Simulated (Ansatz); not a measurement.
```yaml
crystal:
  periodic: [false, false, false]
  atoms:
    - {symbol: C, position_ang: [-0.644304, -1.796721, 2.833086]}
    - {symbol: C, position_ang: [-1.584444, -0.813650, 2.171674]}
    - {symbol: O, position_ang: [-0.901288, 0.234791, 1.514158]}
    - {symbol: Ga, position_ang: [0.162101, -0.052735, 0.124159]}
    - {symbol: O, position_ang: [1.110111, 1.281580, -0.558134]}
    - {symbol: C, position_ang: [1.025128, 2.600986, -0.057645]}
    - {symbol: C, position_ang: [-0.337868, 3.218817, -0.277479]}
    - {symbol: O, position_ang: [0.300588, -1.680037, -0.567441]}
    - {symbol: C, position_ang: [1.041895, -1.937054, -1.743437]}
    - {symbol: C, position_ang: [0.454627, -1.257761, -2.960687]}
    - {symbol: H, position_ang: [-1.205156, -2.557695, 3.382497]}
    - {symbol: H, position_ang: [-0.031927, -2.309436, 2.084986]}
    - {symbol: H, position_ang: [0.014825, -1.282055, 3.536317]}
    - {symbol: H, position_ang: [-2.245123, -1.345106, 1.474195]}
    - {symbol: H, position_ang: [-2.224762, -0.342591, 2.925597]}
    - {symbol: H, position_ang: [1.276507, 2.630026, 1.010706]}
    - {symbol: H, position_ang: [1.790085, 3.182923, -0.583457]}
    - {symbol: H, position_ang: [-0.351219, 4.256440, 0.067032]}
    - {symbol: H, position_ang: [-1.104321, 2.671920, 0.279926]}
    - {symbol: H, position_ang: [-0.597453, 3.206509, -1.338761]}
    - {symbol: H, position_ang: [1.037560, -3.023775, -1.882604]}
    - {symbol: H, position_ang: [2.089059, -1.631956, -1.618435]}
    - {symbol: H, position_ang: [1.013567, -1.527140, -3.860953]}
    - {symbol: H, position_ang: [-0.586883, -1.556846, -3.100816]}
    - {symbol: H, position_ang: [0.498685, -0.169454, -2.854476]}
basis:
  gaussian: {orbitals: ANO-RCC-VTZP}
hamiltonian: {xc: {name: wB97M-V}, pseudopotentials: {relativity: none}}
scf: {lower_state_search: full}
outputs: {forces: true}
```

```sh
$ ansatz run in.yaml --threads 4 --pin off --events-out ev --progress --plain --max-ram 66560MiB --backend cuda --devices 0, --max-vram 37GiB
```

Output, abridged:

```
Error: YAML parse error: error: line 33 column 1: unknown field `outputs`, expected one of crystal, accuracy, basis, kpoints, hamiltonian, magnetization, projection, total_charge, correlation, batch, efield, external_charges, scf, relax, neb, saddle, md, ramp, phonons, dielectric, real_time, elastic, magnetic_configurations, gw, evaluate, workflow, output, checkpoint, execution
31 | hamiltonian: {xc: {name: wB97M-V}, pseudopotentials: {relativity:…
32 | scf: {lower_state_search: full}
33 | outputs: {forces: true}
```

(1) What is wrong with this run?

Results:

(1) The input holds a key that doesn't belong there. The input was rejected before any iteration.
